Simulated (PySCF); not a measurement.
CsI, SMILES [I][Cs]. Coordinates come from a PBE0-D3(BJ)/def2-TZVPD optimisation. The def2 effective core potentials stand for the cores of Cs, I; spin–orbit coupling is left out.

Computed equilibrium geometry at PBE0-D3(BJ)/def2-TZVPD (PySCF confirms it by a frequency run) as a Z-matrix, and its point group:
point group C∞v.
```
Cs
I 1 3.3379
```
Charge 0, spin multiplicity 1.
